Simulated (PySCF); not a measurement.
Cl2Zr, SMILES [Cl][Zr][Cl], multiplicity 1. Atoms are numbered in the order given.

```xyz
3

Zr     0.0000     0.0000     0.4969
Cl     0.0000     2.0289    -0.5846
Cl     0.0000    -2.0289    -0.5846
```

Coordinates come from a PBE-D3(BJ)/def2-TZVP optimisation. The multiplicity is an assumed one; other spin states were not compared. The def2 effective core potentials stand for the cores of Zr; spin–orbit coupling is left out.

Method: PBE-D3(BJ)/def2-TZVP in PySCF.

Frequencies are harmonic and unscaled.

```
mode  ν (cm⁻¹)  IR (km/mol)  moving atoms (share of kinetic energy)
----  --------  -----------  --------------------------------------
1           73          0.8                        Cl 73 %, Zr 27 %
2          390         15.6                        Cl 84 %, Zr 16 %
3          418         62.5                        Cl 62 %, Zr 38 %
```
